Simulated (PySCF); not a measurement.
NICS in isomers of C4H5N3.

NICS is the negative of the GIAO shielding at a point without a nucleus: at the ring centre (0) and 1 Å above and below it (1); zz is the component along the ring normal. Level: GIAO PBE0/pcSseg-1 (PySCF, non-relativistic, gas phase) on the GFN2-xTB geometries, one conformer each. Atom numbers follow the mapped SMILES.

Question: Order these rings by mean NICS(1)zz, lowest (most negative) first (ppm).
A. ring C3–N4–C5–C6–N7 in `[CH2:1]=[N:2][c:3]1[n:4][cH:5][cH:6][nH:7]1`
B. ring N3–C4–C5–N6–N7 in `[CH2:1]=[CH:2][n:3]1[cH:4][cH:5][n:6][n:7]1`
C. ring C2–C3–N4–N5–C6–N7 in `[CH3:1][c:2]1[cH:3][n:4][n:5][cH:6][n:7]1`

Answer: B (-31.6), A (-28.6), C (-26.9).

```
       SMILES                                                 ring  NICS(0)  NICS(1)  NICS(1)zz  HOMA  rms pucker (Å)  ring atoms with four or more neighbours
   C=Cn1ccnn1  5-membered ring with 3 N; formal bonds all aromatic    -11.6    -12.6      -31.6  0.92            0.00                                        0
C=Nc1ncc[nH]1  5-membered ring with 2 N; formal bonds all aromatic    -12.4    -10.6      -28.6  0.95            0.00                                        0
    Cc1cnncn1  6-membered ring with 3 N; formal bonds all aromatic     -3.8    -10.9      -26.9  0.97            0.00                                        0
```

NICS(0) gives another order. The isotropic NICS(1) gives another order. HOMA uses Krygowski's 1993 parameters. NICS(1) and NICS(1)zz are means over the two faces.
